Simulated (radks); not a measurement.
Results of a calculation; reference values are marked as such.
Q: All-electron atom: Sr15+ in [Ar] 3d5 (the NIST ground configuration). Level of theory: Dirac Kohn-Sham, exchange-only PBE, spin-unpolarised, spherical densities, finite nucleus; open shells fill j = l - 1/2 first; Fermi nuclear charge, rms radius 4.224 fm (a radial shooting solver on a logarithmic mesh with Libxc functionals). Some entries of the table are withheld. Estimate them.

| orbital | occ. | eigenvalue (hartree) | r(max) (bohr) |
|---|---|---|---|
| 1s1/2 | 2 | -602.2301 | 0.02553 |
| 2s1/2 | 2 | -95.92577 | 0.1451 |
| 2p1/2 | 2 | -88.85744 | 0.1136 |
| 2p3/2 | 4 | -86.33337 | 0.1170 |
| 3s1/2 | 2 | -26.88316 | (1) |
| 3p1/2 | 2 | -24.32920 | 0.4084 |
| 3p3/2 | 4 | -23.87280 | 0.4161 |
| 3d3/2 | 4 | -19.55110 | (2) |
| 3d5/2 | 1 | -19.46213 | (3) |
| 4s1/2 | 0 | -11.84701 | 0.9553 |
| 4p1/2 | 0 | -10.91371 | 0.9753 |
| 4p3/2 | 0 | -10.78643 | 0.9880 |

A: 
(1) 3s1/2 r(max) (bohr): 0.4226
(2) 3d3/2 r(max) (bohr): 0.3476
(3) 3d5/2 r(max) (bohr): 0.3497
